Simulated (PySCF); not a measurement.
Simulated C 1s region for `Cl[C@@H]1[C@@H]2C=CC[C@H]12`, binding energy against the vacuum level.

Every computed line was given a Gaussian of 0.4 eV full width at half maximum and an area set by the number of equivalent atoms; the highest printed point is 100. The calculation used delta-SCF UKS SCAN, pcX-2 on the ionised atom, pcseg-1 elsewhere, spin-free X2C (PySCF 2.14.0).

binding energy (eV), intensity and a bar:
```
    289.6          0 
    289.7          1 
    289.8          3 #
    289.9         10 ###
    290.0         24 #######
    290.1         45 #############
    290.2         61 ##################
    290.3         61 ##################
    290.4         47 ##############
    290.5         31 #########
    290.6         32 ##########
    290.7         55 #################
    290.8         87 ##########################
    290.9        100 ##############################
    291.0         83 #########################
    291.1         49 ###############
    291.2         20 ######
    291.3          6 ##
    291.4          2 
    291.5          2 
    291.6          5 ##
    291.7         14 ####
    291.8         25 ########
    291.9         33 ##########
    292.0         31 #########
    292.1         20 ######
    292.2          9 ###
    292.3          3 #
    292.4          1 
    292.5          0
```

**Question.** Count the maxima, the lines and the sites behind this envelope.

**Answer.** The curve has 3 maxima (at 290.2, 290.9 and 291.9 eV). Under it lie 6 lines from 6 inequivalent carbon sites. At this width some lines have no maximum of their own.

**Question.** Decompose the envelope and assign each component. Numbering: `[Cl:1][C@@H:2]1[C@@H:3]2[CH:4]=[CH:5][CH2:6][C@H:7]12`.

**Answer.** 
```tsv
position (eV)	relative area	line	atoms	environment
290.19	1	C 1s	C5	alkene CH carbon
290.31	1	C 1s	C4	alkene CH carbon
290.86	1	C 1s	C7	sp3 carbon at a ring junction
290.90	1	C 1s	C3	sp3 carbon at a ring junction
290.92	1	C 1s	C6	allylic carbon
291.93	1	C 1s	C2	sp3 C–Cl carbon
```

The listed C 1s values span 1.74 eV, from C5 (bonded to C (double bond), C and H) to C2 (bonded to Cl, 2 C and H). Summing the Pauling electronegativity differences to the bonded atoms, each weighted by its formal bond order, gives -0.35 for the lowest site and +0.26 for the highest; no listed site has a larger sum than the highest. The smallest sum, -0.70, belongs to C6, 0.73 eV above the lowest. The values 290.86, 290.90 and 290.92 eV lie too close for their order to be trusted.

Shake-up satellites, vibrational structure and lifetime widths aren't simulated. Isolated species at its PBE0-D3(BJ)/def2-SVP geometry, gas phase.
